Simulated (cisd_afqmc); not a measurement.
Input (AFQMC/CISD/cc-pV(T+d)Z; cisd_afqmc is a phaseless AFQMC code with CISD trial states that reads the integrals written by Ansatz): A basis named .json is the Basis Set Exchange file of that set.

Ansatz 0.2 input:
```python
import cisd_afqmc

open("ham.yaml", "w").write("""\
crystal:
  periodic: [false, false, false]
  atoms:
    - {symbol: F, position_ang: [-0.01458822, -0.03207141, 1.59108455]}
    - {symbol: C, position_ang: [-0.00229934, -0.00505498, 0.25078108]}
    - {symbol: Cl, position_ang: [1.52765897, -0.71116764, -0.31076372]}
    - {symbol: Cl, position_ang: [-1.38072392, -0.95523489, -0.34234953]}
    - {symbol: Cl, position_ang: [-0.13840034, 1.68516562, -0.27773660]}
basis:
  gaussian:
    orbitals: cc-pV_T+d_Z.json
magnetization: {spin_polarized: false}
correlation: {method: ccsd, electrons: outside_noble_gas, hamiltonian_folder: ham}
""")
rep = cisd_afqmc.ansatz("ham.yaml")
e_ccsd = rep["correlation"]["coupled_cluster"]["energy"]["hartree"]
out = cisd_afqmc.run("ham", e_ccsd, trial="CISD", walkers=1000, populations=1, threads=12, dt=0.005, steps=40, early=24, settle=10, least=100,
    cut=5e-5, rank_cut=2e-4, target=0.0004, seconds=1500, seed=4, memory=62639, gpu=True)
```

Output:

```
orbitals 160, occupied [16], factors 982 of 1095, rank of the doubles 797 of 2304
E(HF) = -1515.885351
E(CCSD) on the cut factors = -1516.909258, shift to the whole factors -0.000008
Energy of the trial state on the determinant = -1516.909224
  tau behind 7.2 of longer steps, mean of the populations' last blocks
   2.0  -1516.95562
   4.0  -1516.95847
   6.0  -1516.95584
   8.0  -1516.95529
  10.0  -1516.95395
  12.0  -1516.95720
  14.0  -1516.95888
  16.0  -1516.95794
  18.0  -1516.95545
  20.0  -1516.95927
  22.0  -1516.95653
  24.0  -1516.95735
  26.0  -1516.96064
  28.0  -1516.95697
  30.0  -1516.95362
  32.0  -1516.95607
  34.0  -1516.95997
  36.0  -1516.95712
  38.0  -1516.95261
  40.0  -1516.95819
  42.0  -1516.95276
  44.0  -1516.95778
  46.0  -1516.95797
  48.0  -1516.95939
  50.0  -1516.95333
  52.0  -1516.95799
  54.0  -1516.95708
  56.0  -1516.95530
  58.0  -1516.95492
  60.0  -1516.95694
  62.0  -1516.95650
  64.0  -1516.95683
  66.0  -1516.95803
  68.0  -1516.95816
blocks 336 (0 outliers left out), error by blocks joined: 1: 0.00023, 2: 0.00028, 4: 0.00035, 8: 0.00037, 16: 0.00039
E(AFQMC/CISD) = -1516.95678 +/- 0.00039
```
